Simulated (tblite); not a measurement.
All values are computed: GFN2-xTB (tblite) harmonic vibrations without scaling, gas phase. The method is semi-empirical: single wavenumbers can be off by several per cent or more. Modes of hydrogen on aluminium, boron, silicon and sulfur can be 10 to 20 % off. One conformer each. Open shells enter through the occupations alone, without spin polarisation, and single modes of such species can be off by tens of per cent. Thermal functions are those of the rigid rotor and harmonic oscillator, without mixing of conformers.

Task: Order these by their zero-point energy, highest first (kcal/mol).
A. `S[Si@@H](CCC=C)N`
B. `CSCC/C=C/[SiH3]`
C. `CCCC1COBOC1`
D. `CC(C)S[C@H]1C[SiH2]1`
E. `C[S@+]([AlH3-])CC(=O)O`
F. `CC(=O)[C@@H]1[CH]C1` [radical]
G. `O=C1[SiH2][C@H](C=O)O1`

Result: C (118.3), D (96.1), B (93.3), A (88.1), E (68.2), F (64.3), G (39.7).

```csv
SMILES,atoms,mass (u),symmetry number,modes under 300 cm⁻¹,ZPE (kcal/mol),S translation (cal/(mol K)),S rotation,S vibration,S spin,S,Cp
CCCC1COBOC1,22,128.10,1,6,118.3,38.5,28.1,16.9,0.0,83.5,26.9
CC(C)S[C@H]1C[SiH2]1,19,132.04,1,8,96.1,38.6,27.8,18.1,0.0,84.5,28.8
CSCC/C=C/[SiH3],19,132.04,1,9,93.3,38.6,28.5,25.3,0.0,92.4,30.4
C=CCC[Si@@H](N)S,18,133.04,1,9,88.1,38.6,28.1,23.4,0.0,90.1,30.7
C[S@+]([AlH3-])CC(=O)O,16,136.01,1,9,68.2,38.7,27.7,18.8,0.0,85.2,29.2
CC(=O)[C@@H]1[CH]C1,13,83.05,1,4,64.3,37.2,25.1,9.6,1.4,73.3,18.9
O=C[C@@H]1OC(=O)[SiH2]1,11,115.99,1,3,39.7,38.2,26.8,10.8,0.0,75.9,22.1
```

Entropies and Cp are for 200 K and 1 bar.
